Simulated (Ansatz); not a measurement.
Species: sum formula MoO$_{2}$Cl, charge 1, multiplicity 1. 
Geometry from a B3LYP-D3(BJ)/def2-TZVP (Ansatz, a first-principles code) optimisation:
SMILES: [O]=[Mo+](=[O])[Cl]
```xyz
4

Mo     0.2531     0.0536     0.3428
O      1.5264    -0.7476    -0.3480
O     -0.5418    -1.0933     1.2333
Cl    -1.0887     0.7338    -1.2635
```
Charge +1, spin multiplicity 1.

Total electronic energies in hartree. Valence correlation only, unless marked. No spin-orbit coupling. The frozen core is the preceding noble-gas configuration, with the filled d and f shells of earlier blocks. Past Kr the def2 sets carry scalar-relativistic core potentials. STO-3G rows are all-electron and non-relativistic. CBS(X,Y): correlation extrapolated as X^-3; Hartree-Fock from the larger set. The bracket is a focal-point correction in the basis named. The program attaches cautions to a run behind HF/STO-3G: large difference.

The Hartree-Fock reference is unstable (checked in the largest basis), which strains HF and MP2. The T1 diagnostic of CCSD in the largest basis is 0.033, which is high, so the coupled-cluster rows are less sure than usual.

```
level                                                                 program  energy (Eh)
-------------------------------------------------------------  --------------  -----------
HF/STO-3G                                                              Ansatz  -4538.11037
HF/def2-SVP                                                            Ansatz   -676.13647
PBE-D3(BJ)/def2-TZVPD                                          Ansatz + dftd3   -678.44283
B3LYP-D4/def2-TZVPD                                            Ansatz + dftd4   -678.74814
PBE0/STO-3G                                                            Ansatz  -4540.74834
PBE0-D3(BJ)/def2-TZVP                                          Ansatz + dftd3   -678.38183
PBE0-D4/def2-TZVPD                                             Ansatz + dftd4   -678.38459
SCS-MP2/def2-SVP                                                       Ansatz   -676.92349
RI-MP2/CBS(def2-TZVPPD,def2-QZVPPD)+[CCSD(T)-MP2]/def2-TZVPPD          Ansatz    -677.6494
```

Totals of different functionals don't rank their quality; only differences between species are comparable.
